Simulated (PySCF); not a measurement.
Structure elucidation problem

The spectra below were simulated for a compound C5H3F2N.

¹H NMR (400 MHz, computed): δ 7.85 (tt, J = 8.8, 7.4 Hz, 1H), 6.72 (m, 2H).

¹³C{¹H} NMR (computed): δ 175.1 (C, m), 153.9 (CH, t, J = 4.6 Hz), 112.7 (CH, m).

PySCF calculation with PBE0-D3(BJ)/def2-SVP structure, spin–spin couplings from B3LYP/pcJ-1 (spin–dipole term only in couplings to heteroatoms) and GIAO B3LYP/pcSseg-2 shieldings; a single conformation, in vacuum, non-relativistic, averaged over atoms made equivalent by symmetry, fast rotation or ring inversion.

References, each an isolated molecule treated in the same way: ¹H, ¹³C vs TMS.

Deduce the structure.

## Answers


The formula gives 4 degrees of unsaturation (1 ring in the answer). 3 carbon signals for 5 carbons: some carbons are equivalent by symmetry or fast rotation. Carbon types of the structure: 2 × C, 3 × CH, which accounts for all hydrogens. δC 175.1: aromatic carbon bearing fluorine; the electronegative substituent deshields the carbon that carries it. δC 153.9, 112.7: aromatic CH. δH 7.85, 6.72: hydrogen on an aromatic CH; aromatic region.

Structure: 2,6-Difluoropyridine (Fc1cccc(F)n1).

This is the structure that produced the data.

C–F couplings over four or more bonds (about 3 Hz to the para carbon of a fluoroarene) are left out. Common functionals overestimate the size of one-bond C–F couplings by tens of Hz; these are unscaled. Multiplet labels drop couplings under 1 Hz and merge nearly equal ones. Couplings among chemically equivalent protons are left out too, so labels in AA′BB′ or AA′XX′ sets are apparent multiplicities. Unscaled 3J(H,H) at this level run about 10 % above measured values. Shifts are as computed. Against solution values, carbons near 30 ppm lie about +3 ppm off and those near 130 ppm about +8 ppm. Of 1211 compounds with measured shifts, 218 miss one by over three times the rms of a fit or turn the order of signals round; such compounds aren't used in these exercises.
